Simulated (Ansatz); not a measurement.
ZrI2, SMILES [Zr]([I])[I] (connectivity only; charge and spin as stated), neutral, multiplicity 3. Atoms are numbered in the order given.

```xyz
3

Zr     0.0000     0.0000     0.0000
I      0.0000     0.0000    -2.7208
I      0.0000     0.0000     2.7208
```
Charge 0, spin multiplicity 3.

Coordinates come from a PBE0-D3(BJ)/def2-SVP optimisation. The spin state was assumed, not searched. The def2 effective core potentials stand for the cores of I, Zr; spin–orbit coupling is left out.

Two levels are set side by side: PBE-D3(BJ)/def2-SVP (Ansatz, a quantum-chemistry and plane-wave program) and PBE0-D3(BJ)/def2-SVP (Ansatz). Each level has its own optimised geometry; the coordinates shown are those of the second. Differences are taken from unrounded values.

| quantity | PBE0-D3(BJ) | PBE-D3(BJ) | PBE-D3(BJ) minus PBE0-D3(BJ) |
|---|---|---|---|
| mean bond length (Å) | 2.721 | 2.727 | 0.006 |
| bond Zr1–I2 (Å) | 2.721 | 2.727 | 0.006 |
| bond Zr1–I3 (Å) | 2.721 | 2.727 | 0.006 |

Here PBE gives about what the other level gives.
